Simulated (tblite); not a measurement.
Species: C7H14OSi.
Numbering: `[CH3:1][C:2]#[C:3][CH2:4][CH2:5][SiH2:6][O:7][CH2:8][CH3:9]` (hydrogens: H10, H11, H12 on C1; H13, H14 on C4; H15, H16 on C5; H17, H18 on Si6; H19, H20 on C8; H21, H22, H23 on C9)

Computed with GFN2-xTB (tblite), gas phase: L-BFGS steps from a force-field or distance-geometry start until the largest atomic force falls under 0.01 eV/Å.

Step 45: E = -759.4024 eV
```
atom  x, y, z in Å  |  force x, y, z in eV/Å
C1     -5.1796    1.0761   -0.7687    0.060  -0.014   0.003
C2     -3.9306    0.4617   -0.3522   -0.054  -0.073  -0.016
C3     -2.9427   -0.1358   -0.0248    0.033   0.101  -0.012
C4     -1.7258   -0.8388    0.3489   -0.075   0.012   0.017
C5     -0.4456   -0.0723    0.0185   -0.059  -0.023   0.040
Si6     1.0958   -1.1256    0.3519   -0.055  -0.053  -0.023
O7      2.2323   -0.0311    0.0299    0.021   0.145   0.001
C8      3.5772   -0.0669   -0.3367   -0.021  -0.083  -0.074
C9      4.4218    0.7957    0.5956   -0.172  -0.118  -0.148
H10    -5.0014    1.8123   -1.5548    0.031  -0.053   0.032
H11    -5.8460    0.3011   -1.1562    0.021   0.094   0.034
H12    -5.6664    1.5777    0.0702    0.063  -0.068  -0.020
H13    -1.7477   -1.0452    1.4216   -0.041  -0.019   0.046
H14    -1.7233   -1.8031   -0.1691    0.023   0.010  -0.013
H15    -0.3950    0.8411    0.6145   -0.091  -0.015   0.042
H16    -0.4778    0.2597   -1.0217    0.014  -0.101  -0.016
H17     1.1877   -1.6425    1.7295    0.005   0.105  -0.040
H18     1.1582   -2.3194   -0.5099    0.012   0.091  -0.039
H19     3.6319    0.3303   -1.3579    0.074   0.011  -0.023
H20     3.9268   -1.1027   -0.3559    0.123  -0.035   0.040
H21     5.3990    0.9696    0.1569    0.044  -0.017   0.023
H22     4.5373    0.3135    1.5608   -0.024   0.037   0.053
H23     3.9092    1.7446    0.7200    0.070   0.066   0.097
```

Step 46: E = -759.4140 eV
```
atom  x, y, z in Å  |  force x, y, z in eV/Å
C1     -5.1744    1.0837   -0.7695    0.075  -0.025   0.014
C2     -3.9299    0.4624   -0.3484   -0.043  -0.076  -0.006
C3     -2.9499   -0.1498   -0.0238    0.127   0.127   0.020
C4     -1.7301   -0.8500    0.3550   -0.080  -0.018   0.019
C5     -0.4459   -0.0835    0.0376   -0.116   0.015   0.007
Si6     1.1041   -1.1279    0.3543    0.067   0.135  -0.070
O7      2.2250   -0.0254   -0.0272   -0.093  -0.034  -0.050
C8      3.5776   -0.0646   -0.3663    0.011   0.012   0.026
C9      4.3943    0.7934    0.5929    0.169   0.031   0.101
H10    -4.9886    1.8188   -1.5538    0.038  -0.044   0.005
H11    -5.8391    0.3098   -1.1602   -0.010   0.096   0.029
H12    -5.6641    1.5908    0.0647    0.070  -0.092  -0.011
H13    -1.7551   -1.0547    1.4301   -0.068  -0.068  -0.039
H14    -1.7206   -1.8090   -0.1759    0.008   0.026   0.075
H15    -0.4000    0.8235    0.6442   -0.085  -0.003  -0.015
H16    -0.4744    0.2481   -1.0034    0.016  -0.042   0.023
H17     1.2343   -1.6163    1.7384    0.008   0.085  -0.050
H18     1.1420   -2.3221   -0.5035    0.033   0.036  -0.031
H19     3.6729    0.3416   -1.3837   -0.023  -0.048   0.050
H20     3.9321   -1.1002   -0.3745    0.083   0.005   0.025
H21     5.4050    0.9367    0.2037   -0.174  -0.032   0.050
H22     4.4665    0.3276    1.5780   -0.093   0.046  -0.149
H23     3.9134    1.7670    0.7019    0.080  -0.134  -0.021
```

Step 47: E = -759.4172 eV
```
atom  x, y, z in Å  |  force x, y, z in eV/Å
C1     -5.1759    1.0831   -0.7691    0.056  -0.022   0.009
C2     -3.9336    0.4588   -0.3499   -0.078  -0.032  -0.022
C3     -2.9505   -0.1475   -0.0269    0.173   0.067   0.046
C4     -1.7334   -0.8495    0.3548   -0.048  -0.015   0.022
C5     -0.4491   -0.0838    0.0372   -0.089   0.022  -0.007
Si6     1.1039   -1.1252    0.3519    0.011   0.074  -0.039
O7      2.2298   -0.0282   -0.0193   -0.044   0.008  -0.096
C8      3.5808   -0.0683   -0.3650    0.024   0.033   0.080
C9      4.3978    0.7925    0.5914    0.130   0.050   0.111
H10    -4.9908    1.8180   -1.5526    0.046  -0.026  -0.008
H11    -5.8430    0.3124   -1.1592   -0.028   0.064   0.011
H12    -5.6644    1.5885    0.0656    0.061  -0.069   0.014
H13    -1.7594   -1.0514    1.4303   -0.070  -0.072  -0.036
H14    -1.7215   -1.8087   -0.1743   -0.007   0.009   0.069
H15    -0.4063    0.8239    0.6427   -0.071   0.003  -0.026
H16    -0.4765    0.2434   -1.0055    0.009  -0.026   0.032
H17     1.2325   -1.6123    1.7357    0.004   0.070  -0.039
H18     1.1411   -2.3175   -0.5089    0.032   0.037  -0.028
H19     3.6743    0.3382   -1.3813   -0.033  -0.048   0.018
H20     3.9408   -1.1028   -0.3715    0.049   0.021   0.021
H21     5.4032    0.9423    0.2000   -0.072  -0.027  -0.001
H22     4.4782    0.3297    1.5743   -0.092  -0.019  -0.078
H23     3.9172    1.7641    0.7098    0.037  -0.104  -0.054
```

Step 48: E = -759.4244 eV
```
atom  x, y, z in Å  |  force x, y, z in eV/Å
C1     -5.1695    1.0865   -0.7682    0.014  -0.012  -0.011
C2     -3.9331    0.4572   -0.3449   -0.036  -0.037  -0.021
C3     -2.9491   -0.1503   -0.0272    0.125   0.054   0.045
C4     -1.7371   -0.8564    0.3573    0.011  -0.012   0.028
C5     -0.4540   -0.0888    0.0455   -0.024   0.035  -0.016
Si6     1.1080   -1.1196    0.3498   -0.014   0.037   0.000
O7      2.2233   -0.0221   -0.0476    0.023   0.013  -0.121
C8      3.5797   -0.0662   -0.3752    0.039   0.059   0.114
C9      4.3883    0.7914    0.5931    0.099   0.045   0.067
H10    -4.9816    1.8190   -1.5521    0.066   0.002  -0.024
H11    -5.8386    0.3205   -1.1599   -0.053   0.013  -0.011
H12    -5.6624    1.5925    0.0617    0.061  -0.040   0.058
H13    -1.7660   -1.0596    1.4314   -0.075  -0.079  -0.001
H14    -1.7174   -1.8134   -0.1724   -0.042  -0.030   0.043
H15    -0.4174    0.8168    0.6534   -0.057   0.029  -0.029
H16    -0.4759    0.2375   -0.9974   -0.015   0.001   0.029
H17     1.2648   -1.5987    1.7344   -0.012   0.072  -0.050
H18     1.1366   -2.3161   -0.5050    0.035   0.026  -0.029
H19     3.6892    0.3422   -1.3890   -0.045  -0.057   0.018
H20     3.9419   -1.1011   -0.3766    0.008   0.050   0.018
H21     5.4032    0.9209    0.2223   -0.044  -0.016  -0.014
H22     4.4396    0.3365    1.5793   -0.083  -0.064  -0.019
H23     3.9228    1.7712    0.6976    0.017  -0.088  -0.075
```

**Question.** Estimate the geometry and energy of step 49. (The exact step hangs on the optimiser's Hessian estimate; all steps are aligned on step 48, rigid shifts and turns removed.)

**Answer.** E = -759.4355 eV, largest force 0.143 eV/Å
```
atom  x, y, z in Å  |  force x, y, z in eV/Å
C1     -5.1491    1.0938   -0.7666   -0.053   0.006  -0.043
C2     -3.9250    0.4544   -0.3315    0.007  -0.032  -0.032
C3     -2.9404   -0.1551   -0.0208    0.026   0.013   0.038
C4     -1.7396   -0.8727    0.3654    0.108  -0.028   0.029
C5     -0.4613   -0.0993    0.0656    0.104   0.040   0.012
Si6     1.1182   -1.1064    0.3482    0.032   0.083  -0.008
O7      2.1989    0.0017   -0.1250    0.082  -0.091  -0.057
C8      3.5689   -0.0546   -0.3985    0.046   0.073   0.059
C9      4.3598    0.7889    0.5977    0.044  -0.008   0.066
H10    -4.9517    1.8201   -1.5526    0.096   0.043  -0.034
H11    -5.8212    0.3361   -1.1629   -0.092  -0.070  -0.046
H12    -5.6522    1.6023    0.0532    0.066   0.010   0.120
H13    -1.7744   -1.0864    1.4355   -0.078  -0.083   0.058
H14    -1.7057   -1.8225   -0.1717   -0.110  -0.091   0.000
H15    -0.4374    0.8006    0.6793   -0.032   0.096  -0.029
H16    -0.4704    0.2250   -0.9763   -0.073   0.066  -0.009
H17     1.3389   -1.5697    1.7290   -0.027   0.091  -0.040
H18     1.1337   -2.3130   -0.4903    0.041  -0.006  -0.043
H19     3.7175    0.3543   -1.4082   -0.044  -0.071   0.047
H20     3.9261   -1.0927   -0.3877   -0.044   0.079   0.008
H21     5.3997    0.8568    0.2786   -0.101   0.008   0.033
H22     4.3268    0.3469    1.5923   -0.042  -0.016  -0.065
H23     3.9350    1.7913    0.6578    0.046  -0.110  -0.065
```

The energy changes by -0.0111 eV. The first-order estimate −F·Δx gives -0.0183 eV and the mean of the old and new forces, exact on a quadratic surface, -0.0104 eV. The step makes an angle of 78° with the force vector and moves no atom by more than 0.114 Å.

The cost below is that of the whole relaxation. Hardware: one thread, Arm Neoverse N1 (aarch64), shared host. Cost: 2.9 s of wall time.
